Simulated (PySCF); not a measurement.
Induced dipoles and field energies

Compound: CH4AsNSi.
Cartesian coordinates in Å at the PBE0-D3(BJ)/def2-SVP level; atoms count from 1:
```xyz
8
CH4AsNSi angstrom
N      2.6675   -1.2527   -0.2786
C      1.7852   -0.5102   -0.1526
Si     0.3468    0.6500    0.0473
As    -1.5232   -0.4164   -0.9318
H      0.6799    1.8923   -0.7032
H      0.2232    0.9360    1.5032
H     -1.6525   -1.3557    0.2626
H     -2.4605    0.6102   -0.2999
```

Level: wB97X-D/def2-SVPD (PySCF); nuclei fixed, core orbitals frozen in the response. Permanent dipole (-3.181, 2.111, 0.582) D (1 au = 2.5417 D). Static polarisability (au):

```
x   92.29 -1.88  5.70
y   -1.88 71.72  4.00
z    5.70  4.00 65.16
```

Only the terms in μ and α are kept: μ(F) = μ + αF and ΔE = −μ·F − ½ F·αF.

(1) A field of 0.002 au (0.103 V/Å) is applied along each axis in both senses. Find the induced dipole, the size of the total dipole and the two energy terms.

(2) For the field (-0.0016, 0.0014, -0.0018) au, what is the induced dipole, and what angle does it make with the field?

(3) Which field along μ doubles the dipole in that direction (linear response)?

(4) What field makes μF equal to kT at 200 K?

(5) Induction energy −ᾱe²/2R⁴ of a unit charge at 10 Å, the molecule taken as a point?

Answers

(1) 
```tsv
field along	induced x (D)	induced y (D)	induced z (D)	total size (D)	−μ·F (kJ/mol)	−½F·αF (kJ/mol)
+x	0.469	-0.010	0.029	3.485	+6.572	-0.485
−x	-0.469	0.010	-0.029	4.257	-6.572	-0.485
+y	-0.010	0.365	0.020	4.083	-4.361	-0.377
−y	0.010	-0.365	-0.020	3.664	+4.361	-0.377
+z	0.029	0.020	0.331	3.913	-1.202	-0.342
−z	-0.029	-0.020	-0.331	3.839	+1.202	-0.342
```

(2) αF = (-0.408, 0.245, -0.307) D, at 11.1° to the field. The polarisability along this direction, F·αF/F², is 78.49 au, against a mean of 76.39 au.

(3) The polarisability along the dipole is 86.46 au, so F = 1.5194 au / 86.46 au = 0.0176 au = 0.90 V/Å; higher-order terms are ignored.

(4) kT = 0.6334 × 10⁻³ Eh, so F = 0.000417 au = 2.14 MV/cm.

(5) R = 18.90 bohr, so the energy is −76.4/(2 × 18.90⁴) Eh = -0.786 kJ/mol. The charge–dipole term at its most favourable orientation, −μe/R², is -11.2 kJ/mol.

Isolated species at its PBE0-D3(BJ)/def2-SVP geometry (one conformer only). The calculation is non-relativistic, for arsenic too.

These values come from a run that also computed excited states and ΔSCF ions. The run took 18 s on x86-64 server, one thread, no GPU (shared host).

Note: wB97X-D ran without an empirical dispersion term, which enters the total energy and its gradient alone.
